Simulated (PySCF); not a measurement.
Computed with PBE-D3(BJ)/def2-TZVP // TPSS-D3(BJ)/def2-SVP (PySCF). Gas-phase values, no solvent. One relaxed conformer stands for a flexible species; it need not be the lowest. 

Reference species: [Y(OH)3] (neutral, multiplicity 1).

The coordination number is 3. The LUMO is -2.10 eV and the mean distance from the central atom to its bonded neighbours is 2.036 Å. The HOMO is -6.20 eV.

Changed species: [Y(F)(OH)2] (2 of 3 F replaced by OH; the reference has 3 of 3 F replaced by OH).

Task: What does the change do to the coordination number, LUMO, mean distance from the central atom to its bonded neighbours and HOMO?

Result: the coordination number hardly moves; the LUMO falls by 0.33 eV, to -2.43 eV; the mean distance from the central atom to its bonded neighbours decreases by 0.010 Å, to 2.026 Å; the HOMO falls by 0.50 eV, to -6.70 eV.
